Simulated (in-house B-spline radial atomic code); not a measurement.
## RPA and G0W0 on BLYP: Te6+

Configuration [Kr] 4d10, mean-field start BLYP. Computed with an all-electron radial atomic-structure program (B-spline basis): all electrons, scalar-relativistic (spin-free one-electron X2C), finite nucleus, each spin shell either full or empty, empty states to l = 9 with an (l + 1/2)⁻⁴ tail; G0W0 by contour deformation at full frequency.

Command:
```bash
python run_gw.py task.json out
```
Settings (radii: box in bohr, nucleus in fm):
```
Z                        52
electrons                46
configuration            [Kr] 4d10
hamiltonian              x2c
method                   b88,lyp
lmax                     9
rms_radius               4.7423
spin_polarised           False
box_radius               9.29
intervals                66
```

Time taken, with all properties: 4 s on 1 thread of Arm Neoverse N1 (shared host).

Energies (hartree):

```
                                     term        value
                         mean-field total  -6785.86779
Hartree-Fock functional on these orbitals  -6783.03679
                      direct second order      -4.1321
                    second-order exchange        1.143
                         SOSEX correction       1.0758
```

(1) What is the RPA correlation energy, and what remains with SOSEX?

Quasi-particle levels (eV):

```json
{"level": "4d", "occupied": "yes", "mean field": "-113.48", "Σx - vxc": "-11.77", "Σc": "?", "QP weight": "?", "G0W0": "?"}
{"level": "5s", "occupied": "no", "mean field": "-77.73", "Σx - vxc": "8.95", "Σc": "-2.28", "QP weight": "0.981", "G0W0": "-71.06"}
```

G0W0 = mean field + (Σx - vxc) + Σc, with Σc (partial-wave tail included) taken at the quasi-particle energy. Only the outer levels were computed. Levels of low weight are left out.

(2) Where does G0W0 put 4d?

## Answers

(1) RPA gives -3.691 hartree (-2.18 eV per electron); RPA + SOSEX gives -2.6151, and the second-order doubles -2.9891 hartree (no singles). SOSEX takes back 29 % of the RPA value.

(2) At -125.04 eV, with Σc = 0.21 eV and a quasi-particle weight of 0.959. The tabulated removal energy is 124.2 ± 0.06 eV (NIST, measured); the calculation leaves out spin-orbit coupling, Breit and QED terms, and what these don't explain is the method's own error.
